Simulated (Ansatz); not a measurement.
C2H5NSi can be A, `N=C=C[SiH3]`, or B, `NC1=C[SiH2]1`.

Program: Ansatz. Geometries: PBE0-D4/def2-TZVP. ΔE: electronic, gas phase. CCSD(T)/CBS is the MP2 limit (def2-TZVPP, def2-QZVPP) plus CCSD(T) − MP2 in def2-TZVPP, frozen cores. Functionals use def2-TZVPP. One conformer a species, not always the lowest.

Task: Which is lower in electronic energy at CCSD(T)/CBS, and by how much? (An estimate is asked.)

Result: Ansatz gave: A, by 46.6 kJ/mol.

Task: Give E(B) − E(A) in kJ/mol with MP2/def2-TZVPP, CCSD(T)/def2-TZVPP, LDA (SPW92), HF/def2-TZVPP, BLYP-D4, B2PLYP, CCSD/def2-TZVPP. (An estimate is asked.)

Result: The calculation gave: MP2/def2-TZVPP 45.7, CCSD(T)/def2-TZVPP 53.6, LDA (SPW92) 22.4, HF/def2-TZVPP 71.6, BLYP-D4 70.5, B2PLYP 58.7, CCSD/def2-TZVPP 53.2. None reverses the order clearly.

Task: Does the order hold for the free energy at 298.15 K (harmonic terms from PBE0-D4)? (Estimate.)

Result: Ansatz gave: Yes: G(B) − G(A) = +61.0 kJ/mol, for one conformer each.

Largest T1 diagnostic: 0.015.

Leaving LDA and LC-ωPBE aside and taking each functional with its dispersion term where it has one, the values, not all of them listed here, spread over 34.3 kJ/mol, from PBE-QIDH to BLYP-D4. LDA lies −23.4 kJ/mol from PBE without D4. At CCSD(T), def2-SVP lies +10.8 kJ/mol from the extrapolated value and def2-TZVPP +7.0 kJ/mol.
